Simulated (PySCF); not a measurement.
Two-dimensional NMR puzzle

Compound of formula C$_{6}$H$_{7}$NO. Correlations simulated from computed shifts and the bond graph:

HSQC (one-bond C–H):
| δH | δC |
| --- | --- |
| 7.53 | 134.7 |
| 7.04 | 124.4 |
| 6.91 | 114.3 |

COSY cross peaks (H two or three bonds apart, from the bond graph; peaks can be absent where the dihedral angle is near 90°):
| δH | δH |
| --- | --- |
| 7.53 | 7.04 |
| 7.53 | 6.91 |

HMBC (two and three bonds, from the bond graph):
| δH | δC |
| --- | --- |
| 7.53 | 155.5, 134.7, 124.4, 114.3 |
| 7.04 | 134.7, 114.3 |
| 6.91 | 155.5, 134.7, 124.4, 114.3 |

Carbons without hydrogens: δ 155.5.

Method: PBE0/pcSseg-1 with gauge-including orbitals, structure optimised with GFN2-xTB, in PySCF 2.14.0 with density-fitted response routines (one averaged value for each set of equivalent atoms, one computed conformer, non-relativistic, no solvent).

δ = σ(ref) − σ, references computed at the same level: 1H (σ = 31.72 ppm), 13C (σ = 186.93 ppm) against TMS.

Exchangeable hydrogens are left out of these lists.

Question: Work out the connectivity.

Answer: SMILES ONc1ccccc1.

Numbering as in the mapped SMILES `[OH:1][NH:2][c:3]1[cH:4][cH:5][cH:6][cH:7][cH:8]1`. Each H is labelled by its parent atom.

- δC 155.5 is C3, an aromatic carbon bearing nitrogen.
- δC 134.7 is C5/C7, an aromatic CH (δH 7.53).
- δC 124.4 is C6, an aromatic CH (δH 7.04).
- δC 114.3 is C4/C8, an aromatic CH (δH 6.91).
- HMBC from δH 7.53 reaches the proton-free carbon C3.
- HMBC from δH 6.91 reaches the proton-free carbon C3.
- COSY links 7.53–7.04, 7.53–6.91.

The shifts were computed for this structure.

The OH or NH signal is concentration- and solvent-dependent in practice; the value given is the gas-phase one. Shifts are as computed. Against solution values, carbons near 30 ppm lie about +3 ppm off and those near 130 ppm about +5 ppm. Of 1211 compounds with measured shifts, 218 miss one by over three times the rms of a fit or turn the order of signals round; such compounds aren't used in these exercises.
